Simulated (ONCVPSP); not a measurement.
**Transferability test, ONCV potential for Mn (Z = 25)**

* Element: Mn (Z = 25)
* Generator: ONCVPSP 4.0.1
* Type: optimised norm-conserving Vanderbilt (ONCV)
* Functional: PBEsol
* Relativity: scalar-relativistic
* Frozen core: [Ne]
* Valence charge: 15
* Reference configuration: 3s2 3p6 3d5 4s1.5 4p0.5
* Partial waves: 3s+4s: rc 1.35 bohr, ncon 4, nbas 9, qcut 9.2 1/bohr, 2 projectors; 3p+4p: rc 1.45 bohr, ncon 4, nbas 7, qcut 9.4 1/bohr, 2 projectors; 3d: rc 1.30 bohr, ncon 4, nbas 8, qcut 12.7 1/bohr, 2 projectors, debl 3.7 Ha
* Local potential: polynomial inside 0.95 bohr (lpopt 5, dvloc0 3 Ha)
* Core correction: Teter function, fcfact 2.5, rcfact 1.7

Energies are relative to the spin-unpolarised reference configuration 3s2 3p6 3d5 4s1.5 4p0.5; without spin polarisation the order of configurations can differ from experiment.

```
valence configuration  charge  ΔE all-electron (eV)  error AE − PS (meV)
  3s2 3p6 3d5 4s2 4p0       0                -1.916                 +0.2
  3s2 3p6 3d5 4s1 4p0      +1                 6.517                 -0.3
  3s1 3p6 3d5 4s2 4p0      +1                91.359                 -132
```

What are ΔE and the potential's error for 3s2 3p6 3d5 4s0 4p0?

ΔE = 22.029 eV all-electron; the error (AE − PS) is +0.1 meV.

Levels in the configuration 3s2 3p6 3d5 4s1 4p0:

```
level  all-electron (eV)  pseudo (eV)
   3s            -93.875      -93.874
   3p            -62.726      -62.724
   3d            -14.935      -14.937
   4s            -11.878      -11.877
```
